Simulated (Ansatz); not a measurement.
A nudged elastic band was laid between two geometries of C2H7NTe (11 atoms, charge 0, multiplicity 1).

These are results of RKS B3LYP-D4/def2-SVP (Ansatz), not measurements.

```json
{"movable images": "7", "climbing image": "yes", "spring": "5.0 eV/Å²", "optimiser": "quadratic models (default)", "start path": "IDPP", "force threshold": "0.05 eV/Å", "iteration limit": "60", "end points": "relaxed"}
```

Image 0:

```xyz
11
Properties=species:S:1:pos:R:3
C -0.974 1.004 0.010
C -0.045 -0.164 0.294
N 1.306 0.242 0.420
Te -0.453 -1.734 -1.342
H -0.730 1.488 -0.951
H -0.857 1.760 0.804
H -2.025 0.683 -0.024
H -0.357 -0.705 1.197
H 1.658 0.700 -0.421
H 1.934 -0.525 0.651
H 0.609 -2.806 -0.617
```

Image 8:

```xyz
11
Properties=species:S:1:pos:R:3
C -0.971 0.661 0.300
C 0.249 -0.218 0.093
N 1.411 0.578 -0.224
Te -0.005 -1.588 -1.651
H -1.148 1.297 -0.581
H -0.813 1.320 1.175
H -1.874 0.063 0.488
H 0.373 -0.905 0.951
H 2.274 0.047 -0.127
H 1.470 1.398 0.382
H -0.900 -2.710 -0.785
```

(1) Which bonds break or form, and what moves?

(2) Give the energies along the band, and the barrier.

(3) What is the geometry of the highest image?

(4) What are the harmonic wavenumbers there?

The band took 14 iterations and about 7 core-minutes.

## Answers

(1) No bond is made or broken. The dihedral Te4–C2–N3–H9 goes from 63 to -74°.

(2) It converged. The highest image is number 4 of 0 to 8, 27.5 kJ/mol above the first end and 12.2 kJ/mol above the last; the last end lies 15.2 kJ/mol above the first. A vibrational analysis at the climbing image gives one clearly imaginary mode, 305i cm⁻¹: a first-order saddle point.

| image | path coordinate (Å) | energy (kJ/mol) | dihedral Te4–C2–N3–H9 (°) |
| --- | --- | --- | --- |
| 0 | 0.00 | 0.0 | 63 |
| 1 | 0.40 | 3.7 | 44 |
| 2 | 0.80 | 13.6 | 24 |
| 3 | 1.21 | 23.6 | 4 |
| 4 | 1.61 | 27.5 | -17 |
| 5 | 2.24 | 22.7 | -48 |
| 6 | 2.88 | 20.4 | -60 |
| 7 | 3.52 | 17.4 | -65 |
| 8 | 4.16 | 15.2 | -74 |

(3) 
```xyz
11
Properties=species:S:1:pos:R:3
C -1.024 0.925 0.315
C 0.018 -0.176 0.155
N 1.355 0.376 -0.027
Te -0.580 -1.448 -1.564
H -1.062 1.565 -0.582
H -0.733 1.575 1.158
H -2.028 0.521 0.518
H -0.048 -0.870 1.012
H 1.885 -0.118 -0.740
H 1.887 0.307 0.841
H 0.396 -2.713 -1.067
```

(4) 305i, 140, 227, 259, 276, 439, 502, 640, 779, 911, 988, 1083, 1109, 1154, 1276, 1370, 1394, 1456, 1468, 1617, 2094, 3022, 3024, 3100, 3127, 3498, 3592 cm⁻¹.

Time of the run: 3.6 min on 2 threads of Intel(R) Xeon(R) 6975P-C (Granite Rapids), with other jobs on the host, peak memory 0.27 GiB.
